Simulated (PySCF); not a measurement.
Species: C₅H₇BO.
SMILES with atom numbers: `[CH3:1][O:2][C:3]1=[CH:4][CH:5]=[CH:6][BH:7]1` (hydrogens: H8, H9, H10 on C1; H11 on C4; H12 on C5; H13 on C6; H14 on B7)

Method used: PySCF 2.14.0, BHandHLYP/cc-pVDZ geometry optimisation, gas phase.

List the bond lengths, angles and torsions at this level.

```tsv
bond	length (Å)	order
C1–O2	1.406	single
O2–C3	1.343	single
C3=C4	1.339	double
C4–C5	1.496	single
C5=C6	1.346	double
C6–B7	1.549	single
C3–B7	1.615	single
C1–H8, C1–H9, C1–H10	1.093	single
C4–H11	1.083	single
C5–H12	1.087	single
C6–H13	1.082	single
B7–H14	1.194	single
```

Bonds in one row agree within 0.01 Å and their mean is given. Orders are formal, as drawn. A selection of angles:
```tsv
angle	degrees
O2–C1–H8	106.5
O2–C1–H9	111.7
H8–C1–H9	109.0
C1–O2–C3	117.3
O2–C3–C4	123.1
O2–C3–B7	130.3
C4–C3–B7	106.6
C3–C4–C5	109.8
C3–C4–H11	126.3
C5–C4–H11	123.9
C4–C5–C6	114.0
C4–C5–H12	120.7
C6–C5–H12	125.3
C5–C6–B7	105.6
C5–C6–H13	123.6
B7–C6–H13	130.7
C6–B7–H14	129.0
C3–B7–C6	104.1
C3–B7–H14	126.9
```

Torsions: C1–O2–C3–C4 180° (antiperiplanar); O2–C3–C4–C5 180° (antiperiplanar); C3–C4–C5–C6 0° (synperiplanar); C4–C5–C6–B7 0° (synperiplanar); C5–C6–B7–C3 0° (synperiplanar); O2–C3–B7–C6 180° (antiperiplanar).

Of the pairs four or more bonds apart, C1···H14 is among the closest relative to their van der Waals radii: 3.00 Å, 103 % of the sum of Bondi's values. The 7 heavy atoms lie in one plane (0.001 Å rms). The C–O distances run from 1.343 Å (O2–C3, drawn single) to 1.406 Å (C1–O2, drawn single), a spread of 0.063 Å. The B–C distances run from 1.549 Å (C6–B7, drawn single) to 1.615 Å (C3–B7, drawn single), a spread of 0.066 Å. The 3 C–C bonds span 1.339 Å (C3=C4, drawn double) to 1.496 Å (C4–C5, drawn single), a spread of 0.157 Å. The 5-membered ring C3–C4–C5–C6–B7 has internal angles of 104.1° to 114.0°; it is planar, 0.00 Å rms from its mean plane, widest ring torsion 0°. B7 (ring boron) is planar (angles 129.0°, 126.9° and 104.1°, sum 360.0°, 0.00 Å off the plane of its three neighbours).

Point group: Cs (tolerance 0.08 Å). No BHandHLYP/cc-pVDZ frequencies stand behind this structure, so it isn't proved a minimum. The numbers are those of one conformer.

Hardware: one thread, Intel Xeon at 2.60 GHz (x86_64), no GPU, shared host. Cost: 49 s wall, 0.53 GiB resident at most. This is the geometry optimisation.
